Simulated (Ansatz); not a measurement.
Harmonic frequencies (cm⁻¹) at PBE0-D4/def2-TZVP from Ansatz: 108, 120, 259, 330, 464, 500, 604, 676, 802, 856, 1254, 1442, 1449, 2127, 2291, 3065, 3158, 3177.

(1) Which molecule is it?
A. `[CH2][Si](F)(F)F`•
B. `[SiH2][SiH3]`•
C. `[CH3][GeH][C]#N`•
D. `CO[SiH]C#N`•

Results:

(1) C.
